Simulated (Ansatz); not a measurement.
Molecule: InF$_{2}$, charge -1, multiplicity 1. 
Coordinates optimised at B3LYP-D3(BJ)/def2-TZVP (Ansatz, an electronic-structure program):
```
In
F 1 2.0976
F 1 2.0976 2 97.62
```
Charge -1, spin multiplicity 1.

Basis-set convergence of Hartree-Fock and CCSD correlation energies (hartree) with Ansatz. Correlated levels leave the core frozen unless marked. Spin-orbit coupling is left out. The frozen core is the preceding noble-gas configuration, with the filled d and f shells of earlier blocks. In def2 rows, elements after Kr have scalar-relativistic effective core potentials. This anion needs diffuse functions, which these sets lack.

```csv
basis,functions,E(HF),"E(corr, CCSD)"
def2-SVP,54,-388.02272,-0.44191
def2-TZVPP,112,-388.29572,-0.58679
def2-QZVPP,196,[?],[?]
```

**Question.** Fill in the missing entries.

**Answer.** 
- def2-QZVPP, E(HF): -388.30969
- def2-QZVPP, E(corr, CCSD): -0.63942
